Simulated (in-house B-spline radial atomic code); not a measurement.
The numbers below are computed, except where a source is named.
Quantum size effects in thin Cu films (jellium)

The positive ions are smeared into a uniform slab; the electrons are solved self-consistently in the LDA (PW92) on a fine grid across the film. Stabilised jellium adds, inside the slab, the constant potential −n de/dn that makes the bulk stable at the metal's density. No lattice, so no dependence on crystal face. Atomic units unless named. The table is for plain jellium.

Cu: 1 valence electron per atom, density 8.96 g/cm³, mass 63.55 u, so r_s = 2.67 bohr.

```
thickness (nm)  in Fermi wavelengths  filled subbands  work function (eV)  surface energy (J/m²)
         0.520                 1.125                3               3.578                  0.198
         0.578                 1.250                3               3.677                  0.185
         0.636                 1.375                3               3.551                  0.158
         0.694                 1.500                3               3.285                  0.165
         0.751                 1.624                4               3.553                  0.191
         0.810                 1.750                4               3.628                  0.180
         0.867                 1.875                4               3.543                  0.162
         0.925                 2.000                4               3.360                  0.168
         0.983                 2.126                5               3.541                  0.186
         1.041                 2.250                5               3.598                  0.178
         1.099                 2.375                5               3.539                  0.165
         1.156                 2.500                5               3.403                  0.169
         1.214                 2.625                6               3.533                  0.183
```

(1) At what steps in thickness do new subbands fill, and why?

(2) How large is the oscillation of the work function here?

(3) The film of 17.48 bohr has subband bottoms at -10.076, -9.091, -7.519, -5.494 eV, measured from the vacuum level. Show that these levels and neutrality give the work function in the table.

Results:

(1) λ_F = 2π/k_F = 8.741 bohr = 0.463 nm. New subbands appear by 1.625, 2.125, 2.625 λ_F, each within the grid step of 1/8 λ_F; the true step is half a wavelength (0.231 nm), since a level crosses E_F each time one more half wave at k_F fits across the film.

(2) It runs from 3.285 to 3.677 eV over the table, 0.39 eV within the first four rows and 0.20 eV within the last four, about a thick-film value of 3.52 eV. The grid can skip the cusp where a subband opens, so the true swing can be larger; measurement on the bulk metal gives 4.53 to 5.10 eV.

(3) Each subband holds (E_F − ε_j)/π electrons per bohr², spin included. Neutrality needs n L = 0.012542 × 17.48 = 0.21924, and π n L × 27.2114 = 18.742 eV. So E_F = (π n L + Σ ε_j)/4 = (18.742 + (-32.180))/4 = -3.359 eV, and the work function is 3.359 eV.
